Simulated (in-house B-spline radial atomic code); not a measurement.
**RPA and G0W0 on PBE: the bromine ion Br⁷⁺**

Configuration [Ar] 3d10, mean-field start PBE. Computed with an all-electron radial atomic-structure program (B-spline basis): all electrons, non-relativistic, point nucleus, each spin shell either full or empty, empty states to l = 9 with an (l + 1/2)⁻⁴ tail; G0W0 by contour deformation at full frequency.

Command:
```bash
python run_gw.py task.json out
```
Settings (radii: box in bohr, nucleus in fm):
```
Z                        35
electrons                28
configuration            [Ar] 3d10
hamiltonian              nr
method                   pbe,pbe
lmax                     9
spin_polarised           False
box_radius               8.41
intervals                49
```

Time taken, with all properties: 1.7 s on 1 thread of Arm Neoverse N1, on a shared host.

Energies (hartree):

| term | value |
| --- | --- |
| mean-field total | -2560.43229 |
| Hartree-Fock functional on these orbitals | -2559.40873 |
| direct second order | -2.3896 |
| second-order exchange | 0.69195 |
| SOSEX correction | 0.64583 |

(1) What is the RPA correlation energy, and what remains with SOSEX?

Quasi-particle levels (eV):

```json
{"level": "3d", "occupied": "yes", "mean field": "-176.89", "Σx - vxc": "-19.99", "Σc": "?", "QP weight": "?", "G0W0": "?"}
{"level": "2p", "occupied": "yes", "mean field": "-1627.17", "Σx - vxc": "-77.86", "Σc": "30.34", "QP weight": "0.851", "G0W0": "-1674.69"}
{"level": "4s", "occupied": "no", "mean field": "-109.76", "Σx - vxc": "9.72", "Σc": "-1.44", "QP weight": "0.993", "G0W0": "-101.48"}
```

G0W0 = mean field + (Σx - vxc) + Σc, with Σc (partial-wave tail included) taken at the quasi-particle energy. Only the outer levels were computed. Levels of low weight are left out.

(2) Where does G0W0 put 3d?

Answers

(1) RPA gives -2.1173 hartree (-2.06 eV per electron); RPA + SOSEX gives -1.4714, and the second-order doubles -1.6976 hartree (no singles). SOSEX takes back 31 % of the RPA value.

(2) At -194.41 eV, with Σc = 2.46 eV and a quasi-particle weight of 0.965. The tabulated removal energy is 192.61 ± 0.06 eV (NIST, measured); the calculation leaves out relativity, Breit and QED terms, and what these don't explain is the method's own error.
